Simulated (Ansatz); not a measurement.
Ansatz (a quantum-chemistry and plane-wave program) input:

Ansatz 0.2 input:
```yaml
crystal:
  periodic: [false, false, false]
  atoms:
    - {symbol: Si, position_ang: [-0.06606155, 0.05662341, 0.40350576]}
    - {symbol: N, position_ang: [-0.69551519, 1.37446662, -0.52737270]}
    - {symbol: N, position_ang: [-0.82669864, -1.39350466, -0.16042434]}
    - {symbol: N, position_ang: [1.62576158, -0.06971596, 0.05532449]}
    - {symbol: H, position_ang: [-1.49908466, 1.89318240, -0.20915220]}
    - {symbol: H, position_ang: [-0.03876551, 1.96963196, -1.01087992]}
    - {symbol: H, position_ang: [-0.94886850, -2.18392338, 0.45306325]}
    - {symbol: H, position_ang: [-1.59726471, -1.30419889, -0.80662365]}
    - {symbol: H, position_ang: [2.30624032, 0.41220745, 0.62167487]}
    - {symbol: H, position_ang: [1.97777045, -0.95834923, -0.26985517]}
basis:
  gaussian:
    orbitals: def2-TZVPP
magnetization: {spin_polarized: true, initial_magnetization: 1}
correlation: {method: ccsd_t, electrons: outside_noble_gas}
```

**Question.** Predict the final energy.

**Answer.** -456.72732 Eh (CCSD(T)/def2-TZVPP). The basis has 219 functions.

It need not be the lowest isomer of its formula.
